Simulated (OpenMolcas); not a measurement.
**Br III: effect of the active space**

| Item | Value |
| --- | --- |
| Program | OpenMolcas |
| Method | CASSCF or its RAS form |
| Basis | ANO-R1 |
| Scalar Hamiltonian | X2C, finite nucleus |
| Spin-orbit coupling | RASSI with atomic mean-field integrals over the reference wave functions, term energies averaged over their components |

A. 3 electrons in 3 orbitals (4p); 2S+1 = 4 odd, 1 root; 2S+1 = 2 odd, 8 roots; cost of the order of 2.6 core-seconds
B. 5 electrons in 4 orbitals (4s 4p); 2S+1 = 4 odd, 1 root; 2S+1 = 2 odd, 8 roots; 2S+1 = 4 even, 3 roots; 2S+1 = 2 even, 9 roots; cost about 10 core-seconds
C. 5 electrons in 8 orbitals (4s 4p 5s 5p); 2S+1 = 4 odd, 1 root; 2S+1 = 2 odd, 9 roots; 2S+1 = 4 even, 3 roots; 2S+1 = 2 even, 9 roots; cost roughly 16 core-seconds
D. 5 electrons in 9 orbitals (RAS2 4s 4p; RAS3 4d, at most 2 electrons); 2S+1 = 4 odd, 1 root; 2S+1 = 2 odd, 8 roots kept (CI in the orbitals of an earlier block); 2S+1 = 4 even, 3 roots; 2S+1 = 2 even, 8 roots kept (CI in the orbitals of an earlier block); cost about 15 core-seconds

Energies in cm-1 above 4s2 4p3 4S* 3/2, the measured ground level; measured values from Moore, Atomic Energy Levels, vol. II, NSRDS-NBS 35 (1971 reprint of NBS Circular 467, 1952).

```tsv
Level	A	B	C	D	Measured
4s2 4p3 4S* 3/2	0.0	0.0	0.0	0.0	0.0
4s2 4p3 2D* 3/2	19663	19335	19024	18669	
4s2 4p3 2D* 5/2	20481	20522	20264	19623	
4s2 4p3 2P* 1/2	33839	28881	28345	30837	26915
4s2 4p3 2P* 3/2	34951	30319	29858	32048	28579
```

Deviations, from unrounded energies. A percentage is the sum of absolute deviations over the sum of measured energies, with the sign that they share, or ± where signs differ.

| Against measurement | Levels | A | B | C | D |
| --- | --- | --- | --- | --- | --- |
| mean absolute deviation (cm-1) | 2 | 6600 | 1900 | 1400 | 3700 |
| other terms of the ground configuration (%) | 2 | +24.0 | +6.7 | +4.9 | +13.3 |

C lies closest to measurement on these levels and A furthest from it. The largest miss of C in the table is 4s2 4p3 2P* 1/2, by +1400 cm-1. The ranking rests on the paired levels alone, and a cruder setting can come out closer through cancelling errors.

Among A to D the level of the table that moves most is 4s2 4p3 2P* 1/2, by 5500 cm-1 (lowest in C, highest in A).

With the s shell closed, the reference lacks s² → p² mixing (holds for A). The run also gave levels led by 4s2 4p2 5p, 4s2 4p2 5s, which use shells meant for correlation; these and all levels above them are left out (holds for C). Terms from blocks run as CI alone lack orbitals of their own (holds for D). The run also gave levels led by 4s2 4p2 4d, which use shells meant for correlation; these and all levels above them are left out (holds for D). Measured partners are found by configuration, term and J. A level has none where our copy of the source lacks it or the pairing is in doubt (some pairs that miss far off the trend of their configuration count as doubtful), and it then counts in no deviation. Only configurations of the active space appear. The table leaves out levels that lie high or whose names do not pair safely across all columns.

* marks odd parity.
